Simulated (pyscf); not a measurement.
## O=Cr(OH)(Cl)(Cl)–Cl, singlet

Gas-phase minimum from PySCF at ωB97X-D3(BJ)/def2-SVP, one conformer. 

```xyz
7

O     -2.0565    -0.0386    -0.4995
Cr    -0.8978    -0.9593    -0.3094
O     -0.2592    -1.0987    -1.8840
Cl     0.7160     0.1514     0.5585
Cl    -1.4193    -1.7567     1.6594
Cl    -1.4625    -3.1203    -0.8438
H      0.0685    -1.9639    -2.1935
```
Charge 0, spin multiplicity 1.

Bond lengths (Å): O1–Cr2 1.492, Cr2–O3 1.705, Cr2–Cl4 2.143, Cr2–Cl5 2.187, Cr2–Cl6 2.297, O3–H7 0.976. Angles (°): O1–Cr2–O3 102.9, O1–Cr2–Cl4 108.5, O1–Cr2–Cl5 98.9, O1–Cr2–Cl6 111.1, O3–Cr2–Cl4 97.7, O3–Cr2–Cl5 153.0, O3–Cr2–Cl6 78.5, Cl4–Cr2–Cl5 90.2, Cl4–Cr2–Cl6 140.1, Cl5–Cr2–Cl6 78.9, Cr2–O3–H7 119.4.

Properties at ωB97X-D3(BJ)/def2-SVP:

```json
{
  "harmonic_wavenumbers_unscaled": "68, 165, 210, 244, 267, 306, 340, 366, 418, 437, 524, 775, 827, 1257, 3749 cm⁻¹",
  "zero_point_energy": "14.2 kcal/mol",
  "rotational_symmetry_number": "1",
  "Entropy of this conformer at 298 K and 1 atm, rigid rotor and harmonic oscillator, modes under 100 cm⁻¹ raised to 100": "371.3 J/(mol K)",
  "dipole_moment": "1.97 D"
}
```

Single-point totals, which compare only within one level:

```csv
level,total energy (hartree)
ωB97X-D3(BJ)/def2-TZVP,-2576.26551
PBE/def2-TZVP,-2575.43496
r²SCAN/def2-TZVP,-2576.16607
B3LYP-D3(BJ)/def2-TZVP,-2576.37630
PBE0-D3(BJ)/def2-TZVP,-2575.45921
M06-2X/def2-TZVP,-2576.03810
ωB97M-D3(BJ)/def2-TZVP,-2576.46217
```

Soft torsions are taken as harmonic, which can shift the entropy by several J/(mol K).
